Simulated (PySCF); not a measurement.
**Computed properties of C2H4FNSi, SMILES F[C@@H]1N=C[SiH2]1**

C2H4FNSi, SMILES [SiH2]1C=N[C@H]1F. Geometry optimised at TPSSh-D3(BJ)/def2-SVP. The structure was generated by enumeration; whether it is a known compound was not checked. The values are those of a single conformer. All values are computed for the isolated molecule unless a solvent is named; none is compared with measurement here.

**Structure.** All 21 harmonic modes at TPSSh-D3(BJ)/def2-SVP (PySCF) are real, so it is a minimum. With heavy atoms numbered as in [F:1][C@@H:2]1[N:3]=[CH:4][SiH2:5]1, the shortest bond between them is N3–C4 at 1.295 Å and the longest C2–Si5 at 1.937 Å.

**Vibrations.** The strongest infrared lines (harmonic, unscaled, degenerate partners summed) lie at 2232 cm⁻¹ (140 km/mol, H 97 %), 1129 cm⁻¹ (139 km/mol, C 55 %, F 29 %, H 15 %), 961 cm⁻¹ (90 km/mol, H 85 %). The softest mode is at 170 cm⁻¹ and the zero-point energy is 35.6 kcal/mol.

**Electronic structure.** HF/def2-TZVP (PySCF) places the frontier levels at -10.66 and 2.38 eV, a gap of 13.04 eV, and gives a dipole moment of 3.56 D and a mean polarisability of 50.7 bohr³. PBE/def2-TZVP (PySCF) at the same geometry gives -5.95 and -2.42 eV, so its gap is 9.51 eV narrower. An orbital gap is neither the optical nor the fundamental gap.

**Excitations.** TDDFT-B3LYP/def2-SVPD (PySCF) has S1 at 4.07 eV (304 nm, f = 0.001, dark); the most intense of the 10 singlets computed lies at 7.23 eV (f = 0.08). T1 (TDA) is at 3.29 eV. TDDFT-PBE/def2-SVPD (PySCF) puts S1 at 3.85 eV. No vertical singlet excitation falls in the visible range (under 3.1 eV).

**NMR.** GIAO shifts at KT2/pcSseg-1 (PySCF) (non-relativistic, atoms alike by connectivity averaged): ¹³C from 104.9 to 180.6 ppm against TMS; ¹H from 6.4 to 8.8 ppm against TMS; ²⁹Si at -3.7 ppm against TMS; ¹⁹F at -195.4 ppm against CFCl3.

**Solvation.** SMD-ωB97X/6-31G* (PySCF) gives -2.5 kcal/mol in water, -1.8 kcal/mol in benzene, -3.2 kcal/mol in cyclohexanone (1 M in both phases, gas-phase geometry); of these solvents cyclohexanone holds the molecule best.
